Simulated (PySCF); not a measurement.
Polarisability and C₆ of V (vanadium, neutral)

[Ar] 3d3 4s2, high-spin 4F determinant. All numbers are calculated (PySCF 2.14, the spin-free X2C one-electron Hamiltonian (Gaussian nucleus), in aug-cc-pVQZ-DK (9s8p6d4f3g2h, 140 functions)). Coupled (time-dependent) response in atomic units; α is the mean over directions.

| method | mean α (bohr³) | C₆ (like pair) | S(−4) |
| --- | --- | --- | --- |
| PBE | 91.01 | 977.8 | 4673 |

S(−4) is the Cauchy moment in α(ω) = α(0) + S(−4) ω² + …

Reference α: 87 ± 10 bohr³ (recommended; Schwerdtfeger and Nagle, table of static dipole polarizabilities (2023 update)). Published C₆: 832.0 (Chu and Dalgarno (2004); Tang, Norbeck and Certain (1976)).

α(iu) at PBE:

| u (hartree) | α(iu) (bohr³) |
| --- | --- |
| 0 | 91.01 |
| 0.0500 | 81.06 |
| 0.100 | 62.48 |
| 0.200 | 34.72 |
| 0.300 | 21.19 |
| 0.500 | 10.56 |
| 0.750 | 6.051 |
| 1.00 | 4.107 |
| 1.50 | 2.380 |
| 2.00 | 1.595 |
| 3.00 | 0.8772 |
| 5.00 | 0.3876 |
